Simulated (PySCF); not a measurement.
## BeGe⁺: from constants to spectrum

UHF-CCSD(T) constants of BeGe⁺, ²Π (doublet), unpaired electrons π ↑ (basis Be pcseg-1, Ge pcseg-1; no relativity; PySCF 2.14; masses 9.0122 and 73.9212 u):

```
ωe              : 357.4 cm⁻¹
ωexe            : 3.19 cm⁻¹
Be              : 0.35126 cm⁻¹
αe              : 0.00451 cm⁻¹
D (centrifugal) : 1.36e-06 cm⁻¹
De to Be + Ge⁺  : 1.32 eV
```

Q: Give the vibrational terms G(v) and spacings up to v = 6.

A: G(v) = ωe(v+½) − ωexe(v+½)².

```tsv
v	G(v) (cm⁻¹)	G(v) − G(v−1)	Bv (cm⁻¹)
0	178		0.3490
1	529	351	0.3445
2	874	345	0.3400
3	1212	338	0.3355
4	1544	332	0.3310
5	1869	326	0.3265
6	2188	319	0.3219
```

Q: How well does the Morse estimate ωe²/(4ωexe) reproduce De, and what is D0?

A: It gives 1.24 eV, 94 % of the computed De. D0 = De − G(0) = 1.32 − 0.02 = 1.30 eV.

Correlated steps freeze 9 core orbitals. Correlated levels converge slowly with the basis: in double zeta they bind strong bonds too weakly, by up to about 1 eV, and carry superposition errors of some tenths. Spin–orbit coupling is left out. For an ion De counts to the pair picked by the measured ionisation energies or electron affinities, which need not be the lowest pair at this level. The state is the lowest determinant that a PBE0 search found; another state may lie lower at other levels.
